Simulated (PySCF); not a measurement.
Input for PySCF: U-HF/6-31G* on C2H8O3Si (SMILES CC[Si](O)(O)O), a point of a bond scan (R = 3.255 Å).

```python
from pyscf import gto, scf, dft, mp
from pyscf.data.elements import chemcore

mol = gto.M(
    atom='''
    C    -3.53266527   -0.06448138    1.06953134
    C    -2.26267849   -0.72539089    1.62309108
    Si    0.43088891   -0.03629444   -0.06986989
    O     0.73104536    1.57673213   -0.17645259
    O     1.64473428   -0.84463593    0.70054269
    O     0.32139261   -0.45404150   -1.65631513
    H    -3.44273284    1.02320052    1.06378249
    H    -3.72485448   -0.37583574    0.04131837
    H    -4.40987172   -0.32309700    1.66564958
    H    -2.10033889   -0.42658937    2.66393663
    H    -2.38108633   -1.81361376    1.65076130
    H     0.85933828    2.05601117    0.64490708
    H     2.53245206   -0.75301895    0.34330061
    H     0.20477095   -1.38469850   -1.85898189
    ''',
    basis='6-31g*',
    cart=True,
    charge=0, spin=0, verbose=3, max_memory=1800)
mf = scf.UHF(mol)
mf.conv_tol = 1e-8
mf.max_cycle = 100
mf.init_guess_breaksym = True
mf.kernel()
if not mf.converged:
    mf = mf.newton().run(mf.mo_coeff, mf.mo_occ)
for _ in range(4):
    mo, _, stable, _ = mf.stability(return_status=True)
    if stable:
        break
    mf.kernel(mf.make_rdm1(mo, mf.mo_occ))
```

Program output:

```
converged SCF energy = -593.877408400951  <S^2> = 1.1716601e-09  2S+1 = 1
<class 'pyscf.scf.uhf.UHF'> wavefunction has an internal instability
converged SCF energy = -593.924209422998  <S^2> = 0.84531126  2S+1 = 2.0931424
<class 'pyscf.scf.uhf.UHF'> wavefunction is stable in the internal stability analysis
```

The calculation finished and met its thresholds. Its determinant has ⟨S²⟩ = 0.85, a mixture of spin states.

Cost: around 30 core-seconds (rough).
